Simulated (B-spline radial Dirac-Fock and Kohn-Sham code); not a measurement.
## Subshell cross sections of F⁺, photon energy 2070 eV

System: the F⁺ ion, [He] 2s2 2p4.

The computed values come from an atomic code on a B-spline grid: Dirac-Hartree-Slater photoionisation with all multipoles and Dirac-Fock thresholds. The asymmetry parameter β is from the dipole term alone. Kinetic energies are from the vacuum level. Open shells are spread statistically over j, without multiplet splitting.

```
  subshell  electrons  binding (eV)  kinetic (eV)  σ (kb)     β
    K (1s)          2         722.5        1347.5    25.1  2.00
   L1 (2s)          2         57.95        2012.1    1.28  2.00
L2 (2p1/2)       1.33         36.60        2033.4  0.0610  0.48
L3 (2p3/2)       2.67         36.52        2033.5   0.120  0.48
```

Branching ratios of the spin-orbit partners (statistical value in brackets): 2p 1.97 (2.00).

Run: 1.9 s of CPU time on 1 thread of Neoverse-N1 (shared host), peak memory 0.33 GiB.
